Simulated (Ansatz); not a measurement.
Program: Ansatz. Geometries: PBE0-D4/def2-TZVP. ΔE: electronic, gas phase. CCSD(T)/CBS adds triple-zeta CCSD(T) − MP2 to the extrapolated MP2 energy (def2 sets, frozen cores). DFT in def2-TZVPP. B3LYP here is the variant with VWN-RPA as its local correlation; programs differ in this. One conformer a species, not always the lowest.

Consider the ligand exchange at the Si–O bond: `COBO[SiH3]` + `N[SiH](O)[SiH3]` → `N[SiH]([SiH3])O[SiH3]` + `COBO`.

| level | ΔE (kcal/mol) |
| --- | --- |
| PBE-D4 | -4.4 |
| PBE0-D4 | -4.6 |
| B3LYP-D4 | -4.7 |
| ωB97X-V | -4.1 |
| SCS-MP2/def2-TZVPP | -4.2 |
| HF/def2-QZVPP | -4.2 |
| HF/CBS(def2) | -4.2 |
| MP2/CBS(def2) | -4.0 |

(1) What does CCSD(T)/CBS give? (An estimate is asked.)

Largest T1 diagnostic among the species: 0.013.

## Answers

(1) The calculation gave: -4.0 kcal/mol. The listed levels differ from it by -0.4, -0.6, -0.7, -0.1, -0.2, -0.2, -0.2, 0.0 kcal/mol.

The D4 term adds −0.8 kcal/mol with B3LYP and −0.5 kcal/mol with PBE0; it sums over pairs of atoms, weighted by their polarisabilities, and B3LYP, whose exchange is more repulsive, gets the larger term.

CCSD(T)/CBS has its own doubt, a few kJ/mol and more with outer-core shells, so smaller differences from it don't rank the levels.
